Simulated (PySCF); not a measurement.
Vertical excitations of a molecule C3H8O2Si from TDDFT-LC-ωPBE/def2-SVPD (PySCF), as energy in eV (oscillator strength): 6.73 (0.009), 7.08 (0.000), 7.22 (0.004), 7.38 (0.008), 7.90 (0.012), 7.92 (0.006), 8.08 (0.027), 8.26 (0.100), 8.27 (0.036), 8.33 (0.071). Lowest triplet (TDA): 6.24 eV. Coordinates come from a TPSSh-D3(BJ)/def2-SVP optimisation. A frequency run showed that this geometry is not a minimum. Other conformers were not sampled.

Task: Which structure fits?
(A) OC[Si@H]1CCO1
(B) COC(=O)C[SiH3]
(C) OC[SiH]1COC1
(D) O=CCOC[SiH3]

Result: C, OC[SiH]1COC1
